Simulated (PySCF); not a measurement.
Two species compared at the same levels of theory.

First species: C₄H₁₄Si₄.
Numbering: `[CH3:1][C:2]#[C:3][SiH2:4][Si@@H:5]([CH3:6])[SiH2:7][SiH3:8]` (hydrogens: H9, H10, H11 on C1; H12, H13 on Si4; H14 on Si5; H15, H16, H17 on C6; H18, H19 on Si7; H20, H21, H22 on Si8)

Second species: C6H11NSi2.
Numbering: `[SiH3:1][N:2]([SiH3:3])[c:4]1[cH:5][cH:6][cH:7][cH:8][cH:9]1` (hydrogens: H10, H11, H12 on Si1; H13, H14, H15 on Si3; H16 on C5; H17 on C6; H18 on C7; H19 on C8; H20 on C9)

Cartesian coordinates in Å at the PBE0-D3(BJ)/def2-SVP level; atoms count from 1:
```xyz
20
C6H11NSi2 angstrom
Si    -2.3423   -1.5270    0.3205
N     -1.4776   -0.0619   -0.1480
Si    -2.3374    1.3321   -0.8048
C     -0.0765   -0.0082   -0.0038
C      0.5958   -0.8622    0.8873
C      1.9799   -0.8099    1.0213
C      2.7329    0.0998    0.2816
C      2.0774    0.9558   -0.6013
C      0.6948    0.9008   -0.7481
H     -3.7208   -1.4131   -0.2316
H     -1.6507   -2.7223   -0.2454
H     -2.4318   -1.6972    1.8043
H     -3.7871    1.1106   -0.5453
H     -1.8705    2.5773   -0.1275
H     -2.1331    1.4965   -2.2780
H      0.0300   -1.5677    1.5016
H      2.4726   -1.4872    1.7232
H      3.8183    0.1413    0.3920
H      2.6480    1.6738   -1.1954
H      0.2117    1.5652   -1.4695
```

Levels: wB97X-D/def2-SVPD for dipole moment, HOMO energy, LUMO energy, HOMO–LUMO gap, static isotropic polarisability and electronic spatial extent ⟨r²⟩ about the centre of nuclear charge; TDDFT wB97X-D/def2-SVPD for lowest singlet excitation; TDA wB97X-D/def2-SVPD for lowest triplet excitation (Tamm–Dancoff); ΔSCF wB97X-D/def2-SVPD for vertical ionisation energy; PBE0-D3(BJ)/def2-SVP for rotational constant A and rotational constant C. Geometries: PBE0-D3(BJ)/def2-SVP. Each species is one conformer at its optimised geometry, gas phase, non-relativistic unless stated; the electronic structure was computed with PySCF and density fitting.

Dipoles, sizes and rotational constants follow the conformer. The torsions of the flexible species, by atom-mapped SMILES:
- `[CH3:1][C:2]#[C:3][SiH2:4][Si@@H:5]([CH3:6])[SiH2:7][SiH3:8]`: C3–Si4–Si5–C6 0°, Si4–Si5–Si7–Si8 178°
- `[SiH3:1][N:2]([SiH3:3])[c:4]1[cH:5][cH:6][cH:7][cH:8][cH:9]1`: Si1–N2–C4–C5 -22°

```tsv
property	column X	column Y
dipole moment	2.24 D	0.04 D
HOMO energy	-8.84 eV	-8.07 eV
LUMO energy	1.15 eV	1.29 eV
HOMO–LUMO gap	9.99 eV	9.36 eV
lowest singlet excitation	5.71 eV	5.01 eV
lowest triplet excitation (Tamm–Dancoff)	4.88 eV	4.03 eV
static isotropic polarisability	172.3 au	130.8 au
vertical ionisation energy	8.80 eV	8.00 eV
electronic spatial extent ⟨r²⟩ about the centre of nuclear charge	3432 bohr²	1870 bohr²
rotational constant A	1.965 GHz	2.012 GHz
rotational constant C	0.329 GHz	0.610 GHz
```

**Question.** Which column belongs to which species?

**Answer.** Column X is the first species and column Y the second. The first has 22 atoms and 94 electrons, the second 20 and 82.

**Question.** How does each property change from the first species to the second?

**Answer.** dipole moment -2.20 D; HOMO energy +0.77 eV; LUMO energy +0.14 eV; HOMO–LUMO gap -0.63 eV; lowest singlet excitation -0.70 eV; lowest triplet excitation (Tamm–Dancoff) -0.85 eV; static isotropic polarisability -41.5 au; vertical ionisation energy -0.80 eV; electronic spatial extent ⟨r²⟩ about the centre of nuclear charge -1562 bohr²; rotational constant A +0.047 GHz; rotational constant C +0.281 GHz.

On the first: The vertical singlet–triplet gap S1 − T1 is 0.83 eV (TDDFT singlet less Tamm–Dancoff triplet; S1: HOMO→LUMO+1, weight 0.35; T1: HOMO→LUMO, weight 0.21).

On the second: The vertical singlet–triplet gap S1 − T1 is 0.98 eV (TDDFT singlet less Tamm–Dancoff triplet; S1: HOMO→LUMO, weight 0.81; T1: HOMO→LUMO+1, weight 0.67). S1 lies 4.35 eV below the HOMO–LUMO gap; its leading configuration is HOMO→LUMO, weight 0.81.
